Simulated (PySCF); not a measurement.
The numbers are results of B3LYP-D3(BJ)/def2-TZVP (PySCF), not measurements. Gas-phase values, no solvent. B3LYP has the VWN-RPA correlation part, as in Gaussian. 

Reference species (SMILES): `C1=CC1=C=N` (neutral, multiplicity 1).

```
Quantity         Result
-------------  --------
HOMO           -5.24 eV
dipole moment    3.31 D
```

Changed species: `N=c1c2c1C2`.

Question: Predict the effect on the HOMO and dipole moment.

Answer: the HOMO decreases by 1.66 eV, to -6.90 eV; the dipole moment stays essentially unchanged.
